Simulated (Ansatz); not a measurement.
Input and output for `[CH2]1[GaH][GaH]1`.

```yaml
crystal:
  periodic: [false, false, false]
  atoms:
    - {symbol: C, position_ang: [-0.488323, -0.198756, -0.476639]}
    - {symbol: Ga, position_ang: [0.338148, 1.459665, 0.453148]}
    - {symbol: Ga, position_ang: [0.855509, -1.258056, 0.322899]}
    - {symbol: H, position_ang: [-0.731703, -0.074394, -1.614682]}
    - {symbol: H, position_ang: [-1.526483, -0.037270, 0.031158]}
    - {symbol: H, position_ang: [-0.222260, 2.905875, 0.994853]}
    - {symbol: H, position_ang: [1.993107, -2.200211, -0.094779]}
basis:
  gaussian: {orbitals: cc-pVDZ}
hamiltonian: {xc: {name: r2SCAN0}}
accuracy: high
output: {forces: true}
```

```sh
$ ansatz run in.yaml --threads 2 --pin off --events-out ev --progress --plain --max-ram 4352MiB
```

It prints (some lines left out):

```
Functional definition: r2SCAN0
1988 factors; integrals over basis functions are off by at most 4.6e-9 eV
mean field evaluation 1: about -105844.1612 eV, gradient 4.8e1 eV
mean field evaluation 2: about -105833.4310 eV, gradient 6.9e1 eV
mean field evaluation 4: about -105850.1254 eV, gradient 6.3e0 eV
mean field evaluation 8: about -105850.3855 eV, gradient 4.0e-1 eV
mean field evaluation 16: about -105850.3862 eV, gradient 2.9e-4 eV
mean field -105850.38615311 eV, -3889.9299431582 hartree, gradient 1.2e-8 eV, S^2 0.000000; 0 other end points of the search recorded, 0 dependent functions left out
reference -105850.38615382 eV, -3889.9299431843 hartree; 36, 36 occupied and 52, 52 virtual orbitals, 1988 factors
Total energy: -105850.38615382 eV, -3889.9299431843 hartree
Atom 0 at    -0.488323    -0.198756    -0.476639 Å, force    -2.888614     2.111361    -2.482522 eV/Å
Atom 1 at     0.338148     1.459665     0.453148 Å, force     0.352376    -1.236519     1.277451 eV/Å
Atom 2 at     0.855509    -1.258056     0.322899 Å, force     0.643347     1.429107     0.997235 eV/Å
Atom 3 at    -0.731703    -0.074394    -1.614682 Å, force     0.175138    -0.852775     1.609460 eV/Å
Atom 4 at    -1.526483    -0.037270     0.031158 Å, force     1.503449    -0.399996    -0.455822 eV/Å
Atom 5 at    -0.222260     2.905875     0.994853 Å, force     0.108304    -0.622303    -0.666046 eV/Å
Atom 6 at     1.993107    -2.200211    -0.094779 Å, force     0.106000    -0.428875    -0.279757 eV/Å
Dipole moment:    -0.204112    -0.038013    -0.276527 e Å
```

Hardware: 2 threads of an Arm Neoverse V2 on a shared host. Wall time 13 s, peak host memory 0.4 GiB.
